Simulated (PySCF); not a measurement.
C2H6ClFOSi, SMILES C[C@H](O)[Si@H](F)Cl. Atoms are numbered in the order given.

```xyz
12

C     -2.0894    -0.3466    -0.9137
C     -1.1397    -0.7861     0.1911
O     -1.3820    -0.1281     1.4119
Si     0.6554    -0.4457    -0.2608
F      1.6332    -0.9606     0.9205
Cl     0.9424     1.5738    -0.4992
H     -2.0170     0.7398    -1.0738
H     -3.1330    -0.5836    -0.6456
H     -1.8734    -0.8564    -1.8663
H     -1.2090    -1.8911     0.3060
H     -2.2875    -0.3152     1.6835
H      1.0561    -1.1408    -1.5098
```

Coordinates come from a PBE0-D3(BJ)/def2-SVP optimisation. The structure was generated by enumeration; whether it is a known compound was not checked. One conformer was computed; it need not be the lowest.

Two levels are set side by side: PBE/pcSseg-1 (PySCF) and KT2/pcSseg-1 (PySCF). GIAO shifts against CFCl3 (¹⁹F), H2O (¹⁷O), HCl (³⁵Cl), TMS (²⁹Si), TMS (¹H), TMS (¹³C) at the same level; non-relativistic, no solvent, atoms listed together averaged. Without spin–orbit terms, shifts of atoms bonded to Cl or Br come out too high at both levels. Differences are taken from unrounded values.

| quantity | KT2 |
|---|---|
| δ(¹³C) of C1 (ppm) | 22.0 |
| δ(¹³C) of C2 (ppm) | 67.2 |
| δ(¹⁷O) of O3 (ppm) | 49.6 |
| δ(²⁹Si) of Si4 (ppm) | 14.3 |
| δ(¹⁹F) of F5 (ppm) | -188.4 |
| δ(³⁵Cl) of Cl6 (ppm) | 38.0 |
| δ(¹H) of H10 (ppm) | 4.15 |
| δ(¹H) of H11 (ppm) | 0.07 |
| δ(¹H) of H12 (ppm) | 5.72 |

**Question.** What does PBE give, and how far is it from KT2? (An estimate is asked for; the answer gives what the named calculation found.)

**Answer.** 
```csv
quantity,PBE,PBE minus KT2
δ(¹³C) of C1 (ppm),22.2,0.1
δ(¹³C) of C2 (ppm),68.2,1.0
δ(¹⁷O) of O3 (ppm),51.5,1.9
δ(²⁹Si) of Si4 (ppm),14.7,0.3
δ(¹⁹F) of F5 (ppm),-181.2,7.2
δ(³⁵Cl) of Cl6 (ppm),37.6,-0.4
δ(¹H) of H10 (ppm),4.15,0.00
δ(¹H) of H11 (ppm),0.04,-0.03
δ(¹H) of H12 (ppm),5.76,0.04
```

Rough cost on one machine, each run with all the roots and properties that it gave: KT2 against PBE within a factor of 2.
